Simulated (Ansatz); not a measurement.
Input file for Ansatz (a quantum-chemistry and plane-wave program): R-wB97M-V/def2-TZVPP on Cl3Y (SMILES [Cl][Y]([Cl])[Cl]). Elements past Kr take the def2 small-core potentials; no spin–orbit coupling.

Ansatz 0.2 input:
```yaml
crystal:
  periodic: [false, false, false]
  atoms:
    - {symbol: Y, position_ang: [-0.00001237, -0.00002968, -0.00237897]}
    - {symbol: Cl, position_ang: [2.44814752, -0.00977701, -0.00810832]}
    - {symbol: Cl, position_ang: [-1.21564985, 2.12502457, -0.00111158]}
    - {symbol: Cl, position_ang: [-1.23248531, -2.11531789, 0.01169887]}
basis:
  gaussian:
    orbitals: def2-TZVPP
hamiltonian:
  xc: {name: wB97M-V}
scf: {lower_state_search: off}
```

Output:

```
WARN ansatz: RAYON_NUM_THREADS=4 ignored (pool sized by the plan → 4); use --threads N
Functional definition: wB97M-V
these checks for a lower state are left out or cut short: stability, starts, cluster_reference, orbital_swaps, neighbouring_geometries, increment
integrals: 0.17 GiB planned
1279 factors; their error is unknown
integrals: 0.21 GiB planned
244 factors; integrals over basis functions are off by at most 3.7e-5 eV
mean field: 1.36 GiB planned
mean field evaluation 1: about -38613.0990 eV, gradient 2.7e1 eV
mean field evaluation 2: about -38614.0610 eV, gradient 2.7e1 eV
mean field evaluation 4: about -38615.5846 eV, gradient 9.4e-1 eV
mean field evaluation 8: about -38615.6562 eV, gradient 1.6e-2 eV
mean field evaluation 16: about -38615.6562 eV, gradient 6.0e-6 eV
mean field -38615.65623247 eV, -1419.0991919114 hartree, gradient 6.0e-6 eV, S^2 0.000000; 0 other end points of the search recorded, 0 dependent functions left out
reference -38615.65630579 eV, -1419.0991946058 hartree; 31, 31 occupied and 151, 151 virtual orbitals, 1279 factors
Total energy: -38615.65630579 eV, -1419.0991946058 hartree
Checks for a lower state left out: stability, starts, cluster_reference, orbital_swaps, neighbouring_geometries, increment
```

Self-consistency was reached.

Cost: around 9 core-seconds (rough).
